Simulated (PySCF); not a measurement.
Ta₃N, singlet: structure and spectrum

Level of theory: PBE0/[N def2-SVP, Ta def2-SVP with ECP60], scalar-relativistic core potentials, density fitting, no spin–orbit coupling, PySCF.

The structure is a minimum.

Coordinates in bohr (charge 0 multiplicity 1):
```
N    -1.8767    0.0000    1.3794
Ta    2.1713    0.0000    0.6100
Ta   -1.0120    3.0148   -0.3558
Ta   -1.0120   -3.0148   -0.3558
```

```
Point group                                                                   : Cs
Bond lengths                                                                  : N–Ta 1.897 Å (×2), N–Ta 2.180 Å, Ta–Ta 2.376 Å (×2), Ta–Ta 3.191 Å
Bond angles                                                                   : N–Ta–Ta 32.7° (×2), N–Ta–Ta 49.0° (×2), N–Ta–Ta 60.1° (×2), Ta–N–Ta 70.9° (×2), Ta–N–Ta 114.5°, Ta–Ta–Ta 47.8° (×2), Ta–Ta–Ta 84.4°
Rotational constants                                                          : 0.04261, 0.01803, 0.01294 cm⁻¹
Zero-point energy                                                             : 12.8 kJ/mol
Atomisation energy without zero-point energy                                  : 1322 kJ/mol
Entropy at 298.15 K and 1 bar                                                 : 362.9 J/(mol K)
Heat capacity Cp at 298.15 K                                                  : 70.9 J/(mol K)
Dipole moment                                                                 : 1.25 D
Lowest empty level                                                            : -2.50 eV
Principal quadrupole moments (Buckingham, traceless) about the centre of mass : -10.07, 4.33, 5.73 D Å
Rotational symmetry number                                                    : 1
Enthalpy at 298.15 K above 0 K                                                : 16.61 kJ/mol
Principal polarisabilities                                                    : 156.7, 187.5, 291.3 bohr³
Highest occupied level                                                        : -4.34 eV
```

Harmonic modes (masses in u: N 14.003, Ta 180.948):
```tsv
symmetry	ω (cm⁻¹)	IR (km/mol)
a'	82	3.6
a''	127	4.6
a'	249	0.6
a'	356	1.9
a'	651	9.2
a''	682	0.2
```

Charges (e):
```
 atom  Mulliken  Löwdin  polar tensor  Mayer order to N1
   N1     -0.50    0.03         -0.12                  –
  Ta2      0.29   -0.16          0.09               0.49
Ta3,4      0.10    0.06          0.01               1.32
```
Other Mayer orders above 0.3: Ta–Ta 0.62, Ta–Ta 2.40 (×2).

Mulliken populations on N1: s 3.75, p 3.74, d 0.02.

Stability towards spin polarisation was not tested. Other isomers or separated fragments may lie lower. Spin–orbit coupling, left out here, can matter for elements this heavy.

The final relaxation and frequency run took roughly 7 core-minutes on a shared host.
